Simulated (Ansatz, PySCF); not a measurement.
Reaction R1 + R2 → P1 + P2, each structure at its B3LYP-D3(BJ)/def2-TZVP stationary point, reached from a drawn start (curvature not checked).
R1: Cl2H2Si (SMILES Cl[SiH2]Cl), charge 0, multiplicity 1.
R2: NH3 (SMILES N), charge 0, multiplicity 1.
P1: ClH4NSi (SMILES N[SiH2]Cl), charge 0, multiplicity 1.
P2: HCl (SMILES Cl), charge 0, multiplicity 1.

P less R. No zero-point or thermal terms.

Correlated levels freeze the cores. CBS(a, b) extrapolates the correlation energy as X⁻³ and adds the Hartree–Fock energy of set b.

Programs: Ansatz (an electronic-structure program) with Gaussian orbitals; PySCF for the D3/D4 terms. Each number belongs to the level named beside it.

PBE/def2-TZVPP gives 8.70 kcal/mol for the reaction energy.

Question: Where do these levels fall relative to PBE: PBE-D3(BJ)/def2-TZVPP, r2SCAN/def2-TZVPP, PBE0/def2-TZVPP, wB97M-V/def2-TZVPP, B2PLYP/def2-TZVPP, MP2/CBS(cc-pV(T+d)Z, cc-pV(Q+d)Z), CCSD(T)/CBS(cc-pV(T+d)Z, cc-pV(Q+d)Z).

Answer: PBE-D3(BJ)/def2-TZVPP -0.02; r2SCAN/def2-TZVPP -0.18; PBE0/def2-TZVPP -0.16; wB97M-V/def2-TZVPP -0.66; B2PLYP/def2-TZVPP -0.86; MP2/CBS(cc-pV(T+d)Z, cc-pV(Q+d)Z) -0.21; CCSD(T)/CBS(cc-pV(T+d)Z, cc-pV(Q+d)Z) -0.77 kcal/mol. 0 of 7 lie above PBE; the widest gap is to B2PLYP/def2-TZVPP.
